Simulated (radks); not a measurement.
Zr XI, 30 electrons, occupied as [Ar] 3d10 4s2.

All-electron calculation, non-relativistic Kohn-Sham, TPSS, spin-polarised, spherical densities, point nucleus; meta-GGA in the generalised Kohn-Sham scheme; relativity is left out, which matters for an element this heavy. Program: a radial shooting solver on a logarithmic mesh with Libxc functionals.

Energy parts (eV):
part                       energy
total                  -95525.910
kinetic                 95486.582
electron-nucleus      -222001.391
Hartree                 33894.732
exchange-correlation    -2905.833

Orbitals (lengths in bohr, moments of r in powers of bohr):
orbital,occ.,eigenvalue (eV),<r>
1s,2,-17629.35,0.03813
2s,2,-2562.023,0.1671
2p,6,-2361.867,0.1436
3s,2,-566.1000,0.4669
3p,6,-490.5006,0.4633
3d,10,-353.5632,0.4442
4s,2,-202.5463,1.094

The highest occupied level is 4s at -202.55 eV. Virial ratio -V/T = 2.00041. Summed over all electrons, <r^2> = 7.268 bohr^2, which gives a Langevin (diamagnetic) susceptibility term of -5.76 x 10^-6 cm^3/mol. The density falls to 0.001 e/bohr^3 at r = 2.17 bohr. For comparison, the ionisation energy in NIST's Atomic Spectra Database is 214.9 eV (semi-empirical). In exact Kohn-Sham theory the highest level is minus the ionisation energy, but local and semilocal functionals leave it too shallow, through self-interaction and a potential that decays too fast; potentials with the right tail come closer. The electron density at the nucleus is 4.458e+04 e/bohr^3.
